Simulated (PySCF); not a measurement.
# Stationary points of MnH7

These are results of PySCF, PBE0, basis Mn def2-TZVP, H def2-TZVP (no relativity, density fitting), not measurements.

Relaxations began from a few typed shapes. The search is not exhaustive: other isomers or separated fragments can lie lower, and high-lying points may rest on an excited occupation.

Question: Which is the lowest minimum found?
A. singlet C6v: Mn–H 1.519 Å (×6), Mn–H 1.736 Å; H–Mn–H 46.9° (×6), H–Mn–H 87.2° (×6), H–Mn–H 105.5° (×3), H–Mn–H 127.2° (×6)
B. singlet Cs: H–H 0.866 Å, H–H 0.883 Å (×2), Mn–H 1.577 Å, Mn–H 1.580 Å (×2), Mn–H 1.623 Å (×2), Mn–H 1.656 Å (×2); H–H–Mn 71.3° (×2), H–H–Mn 74.8° (×2), H–H–Mn 76.7° (×2), H–Mn–H 30.3°, H–Mn–H 32.0° (×2)
C. singlet C3v: H–H 0.842 Å (×3), Mn–H 1.642 Å (×6), Mn–H 1.723 Å; H–H–Mn 75.2° (×6), H–Mn–H 29.7° (×3), H–Mn–H 66.4° (×3), H–Mn–H 90.7° (×6), H–Mn–H 107.1° (×3)
D. singlet C1: H–H 0.868 Å, H–H 0.886 Å (×2), Mn–H 1.575 Å, Mn–H 1.579 Å, Mn–H 1.584 Å, Mn–H 1.613 Å, Mn–H 1.627 Å, Mn–H 1.644 Å, Mn–H 1.669 Å; H–H–Mn 71.3°, H–H–Mn 71.8°, H–H–Mn 73.2°, H–H–Mn 76.0°, H–H–Mn 76.5° (×2)

Answer: D. The others lie at 0.4 (singlet Cs, a saddle point), 87.6 (singlet C3v, a saddle point), 147.7 (singlet C6v, a saddle point) kJ/mol above it.

For the lowest minimum: stability towards spin polarisation was not tested.
